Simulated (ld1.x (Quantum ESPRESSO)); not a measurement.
**Pseudopotential generation for gold (Au): RRKJ, LDA (PZ), scalar-relativistic.**

```
Element                 : Au
Generator               : ld1.x (Quantum ESPRESSO) 7.5
Type                    : norm-conserving RRKJ (Kleinman–Bylander form)
Functional              : LDA (PZ)
Relativity              : scalar-relativistic
Frozen core             : [Kr] 4d10 4f14
Valence charge          : 19
Reference configuration : 5s2 5p6 5d10 6s1 6p0
Partial waves           : 5s (bound): rc 1.35 bohr; 5p (bound): rc 0.50 bohr; 5d (bound): rc 1.40 bohr
Local potential         : all-electron potential smoothed inside 0.75 bohr (lloc = -2)
Core correction         : Bessel-smoothed model core inside 0.40 bohr
rho0                    : 0.005
```

Occupied shells without a wave of their own: 6s. They enter only through the test configuration that unscreens the potential, and ld1.x also counts them in the model core charge.

All-electron outer shells of the reference configuration (LDA (PZ), scalar-relativistic, ld1.x):

```csv
shell,level (eV),outermost node (bohr),outermost maximum (bohr)
4d,-325.88,0.20,0.41
5s,-108.78,0.48,0.84
4f,-81.59,–,0.37
5p,-60.06,0.52,0.96
5d,-7.12,0.56,1.21
6s,-6.09,1.11,2.32
6p,-0.89,1.32,3.51
```

Task: Does the generator finish with these settings?

Result: No. ld1.x (Quantum ESPRESSO) 7.5 stopped with "compute_phi: phi has nodes before r_c": the RRKJ expansion in Bessel functions gave a pseudo-wave with a node inside its radius. The 5p radius of 0.50 bohr lies inside the outermost node of the all-electron wave at 0.52 bohr. Before that it printed "This function has    1 nodes for 0 < r <    0.499".
